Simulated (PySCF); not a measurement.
SiH3Cl, SMILES [SiH3]Cl. The structure is a stationary point at B3LYP-D3(BJ)/def2-TZVP. The isomer is the one that the SMILES or the coordinates give; other isomers of the formula were not compared.

Question: Give the equilibrium geometry at B3LYP-D3(BJ)/def2-TZVP (PySCF confirms it by a frequency run) as a Z-matrix, and its point group. (An estimate is asked for; the answer gives what the named calculation found.)

Answer: point group C3v.
```
Si
H 1 1.4758
H 1 1.4758 2 110.45
H 1 1.4758 2 110.45 3 -122.47
Cl 1 2.0663 2 108.48 3 118.77
```
